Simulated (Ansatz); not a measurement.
Born–Oppenheimer molecular dynamics of CH$_{5}$ClOSn (9 atoms, charge 0, multiplicity 1). It goes on from the last frame of an earlier run, with new velocities.

Method: RKS CAM-B3LYP/def2-SVP (Ansatz 0.2.0).

```
ensemble                      : NVE (velocity Verlet)
time step                     : 0.5 fs
steps asked                   : 100
starting velocities drawn for : 700 K
masses                        : H 10 u
seed                          : 87233
```

First frame:

```xyz
9
Properties=species:S:1:pos:R:3
Sn -0.024 -0.093 -0.160
Cl -0.015 0.149 2.213
H 1.613 0.161 -0.516
O -0.973 1.550 -0.693
H -1.935 1.652 -0.382
C -1.126 -1.953 -0.746
H -1.352 -2.505 0.192
H -2.053 -1.717 -1.356
H -0.499 -2.611 -1.392
```

Question: What does the run give?

Answer: All steps were run.

| Quantity | Value |
| --- | --- |
| steps done | 100 |
| time covered | 50 fs |
| mean temperature over the second half | 563 K |
| spread of the potential energy over the second half | 4.0 meV per atom |
| mean potential energy of the second half above the start | 13.7 meV per atom |

The conserved energy stayed within 0.043 meV per atom of its start (net change 0.0069 meV per atom), so the integration is sound. A run of 0.05 ps of so small a system gives no equilibrium averages.

Question: What happens to the structure?

Answer: The same pairs are bonded in the first frame and the last. Pairs count as bonded within 1.25 times the sum of covalent radii (0.12 Å more for H–H). This is one draw of velocities; another would differ in detail.

Question: How do temperature and energy run in time?

Answer: 
```tsv
time (fs)	T (K)	potential energy less start (eV)	conserved less start (meV/atom)
0.0	700	0.000	0.00
4.0	714	-0.012	-0.01
8.0	576	0.113	0.04
12.0	635	0.058	-0.01
16.0	585	0.104	0.00
20.0	507	0.175	0.04
24.0	622	0.071	-0.01
28.0	567	0.121	0.01
32.0	503	0.178	0.03
36.0	589	0.101	-0.01
40.0	537	0.148	0.02
44.0	570	0.118	0.01
48.0	603	0.087	-0.02
```

Time of the run: 4.6 min on 2 threads of Arm Neoverse V2, on a shared host, peak memory 0.25 GiB.
